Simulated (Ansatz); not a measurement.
The cluster H₅Au₄⁻. Charge -1, multiplicity 1. Geometry r2SCAN-D4/def2-SVPD.

Cartesian coordinates in Å:
```
Au 0.2109 -0.6172 1.2357
Au -0.0108 0.8509 -1.0755
Au -0.3981 2.3733 -3.3666
Au 0.3848 -2.5166 3.2560
H -0.9488 0.0397 0.1322
H 1.2687 -1.2023 2.4230
H -0.1155 -3.7156 4.1966
H 0.8446 1.6557 -2.2967
H -1.2358 3.1321 -4.5047
```

In the def2 sets Au takes a core potential; there is no spin–orbit coupling. HSE06 is defined as in plane-wave codes, on full-range PBE exchange. The structure comes from a short search, and lower isomers may exist.

Question: Estimate the orbital energies around the gap (eV) in Ansatz with PBE-D4/def2-SVPD, PBE-D4/def2-TZVPD, revPBE-D4/def2-TZVPD, r2SCAN-D4/def2-TZVPD, HSE06-D4/def2-TZVPD.

Answer: 
```
orbital  PBE-D4/def2-SVPD  PBE-D4/def2-TZVPD  revPBE-D4/def2-TZVPD  r2SCAN-D4/def2-TZVPD  HSE06-D4/def2-TZVPD
 HOMO−9             -3.60              -3.62                 -3.54                 -3.88                -4.71
 HOMO−8             -3.55              -3.58                 -3.50                 -3.84                -4.69
 HOMO−7             -3.49              -3.54                 -3.46                 -3.78                -4.57
 HOMO−6             -3.48              -3.51                 -3.42                 -3.76                -4.54
 HOMO−5             -3.39              -3.41                 -3.33                 -3.68                -4.44
 HOMO−4             -3.38              -3.41                 -3.33                 -3.68                -4.41
 HOMO−3             -3.24              -3.26                 -3.19                 -3.53                -4.35
 HOMO−2             -3.23              -3.25                 -3.17                 -3.50                -4.14
 HOMO−1             -2.66              -2.69                 -2.60                 -2.90                -3.28
   HOMO             -2.48              -2.52                 -2.44                 -2.73                -3.13
   LUMO              1.24               1.08                  1.19                  1.27                 1.37
 LUMO+1              1.37               1.25                  1.36                  1.43                 1.60
 LUMO+2              1.58               1.41                  1.52                  1.63                 1.67
 LUMO+3              2.41               2.21                  2.31                  2.51                 2.48
 LUMO+4              2.64               2.45                  2.54                  2.76                 2.78
 LUMO+5              3.13               2.95                  3.03                  3.29                 3.34
```
